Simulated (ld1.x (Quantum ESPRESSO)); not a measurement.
## Reading a pseudo-wave (Tl)

Columns: radius, all-electron u(r) and pseudo u(r) of the 5d shell (level -22.75 eV) of thallium in the configuration [Kr] 4d10 4f14 5s2 5p6 5d10 6s2 6p0; PBE, scalar-relativistic, TM scheme, ld1.x (Quantum ESPRESSO) 7.5.

```json
{"r (bohr)": "0.108", "all-electron": "0.3148", "pseudo": "0.0039"}
{"r (bohr)": "0.215", "all-electron": "-0.1547", "pseudo": "0.0298"}
{"r (bohr)": "0.322", "all-electron": "-0.4660", "pseudo": "0.0934"}
{"r (bohr)": "0.430", "all-electron": "-0.3279", "pseudo": "0.2012"}
{"r (bohr)": "0.538", "all-electron": "0.0112", "pseudo": "0.3462"}
{"r (bohr)": "0.645", "all-electron": "0.3533", "pseudo": "0.5089"}
{"r (bohr)": "0.752", "all-electron": "0.6228", "pseudo": "0.6682"}
{"r (bohr)": "0.860", "all-electron": "0.8047", "pseudo": "0.8033"}
{"r (bohr)": "0.968", "all-electron": "0.9061", "pseudo": "0.8977"}
{"r (bohr)": "1.075", "all-electron": "0.9452", "pseudo": "0.9452"}
{"r (bohr)": "1.182", "all-electron": "0.9414", "pseudo": "0.9506"}
{"r (bohr)": "1.290", "all-electron": "0.9089", "pseudo": "0.9222"}
{"r (bohr)": "1.398", "all-electron": "0.8590", "pseudo": "0.8712"}
{"r (bohr)": "1.505", "all-electron": "0.8003", "pseudo": "0.8089"}
{"r (bohr)": "1.612", "all-electron": "0.7376", "pseudo": "0.7424"}
{"r (bohr)": "1.720", "all-electron": "0.6739", "pseudo": "0.6758"}
{"r (bohr)": "1.828", "all-electron": "0.6119", "pseudo": "0.6124"}
{"r (bohr)": "1.935", "all-electron": "0.5535", "pseudo": "0.5536"}
{"r (bohr)": "2.042", "all-electron": "0.4988", "pseudo": "0.4988"}
{"r (bohr)": "2.150", "all-electron": "0.4478", "pseudo": "0.4478"}
{"r (bohr)": "2.258", "all-electron": "0.4010", "pseudo": "0.4010"}
{"r (bohr)": "2.365", "all-electron": "0.3587", "pseudo": "0.3587"}
{"r (bohr)": "2.472", "all-electron": "0.3203", "pseudo": "0.3203"}
{"r (bohr)": "2.580", "all-electron": "0.2854", "pseudo": "0.2854"}
{"r (bohr)": "2.688", "all-electron": "0.2539", "pseudo": "0.2539"}
{"r (bohr)": "2.795", "all-electron": "0.2259", "pseudo": "0.2259"}
```

How many radial nodes do the two functions have?

The all-electron 5d function has n − l − 1 = 2; the pseudo-wave has 0, since the states of the same l below it are removed with the core.

At about which radius was the pseudo-wave matched?

2.15 bohr. The columns agree to 0.0005 from 1.94 bohr on; several derivatives are matched, so the curves merge somewhat inside the radius.

Is the pseudo-wave norm-conserving?

Yes: the TM scheme keeps the norm inside the radius equal to the all-electron one, which fixes the energy derivative of the logarithmic derivative at the level.
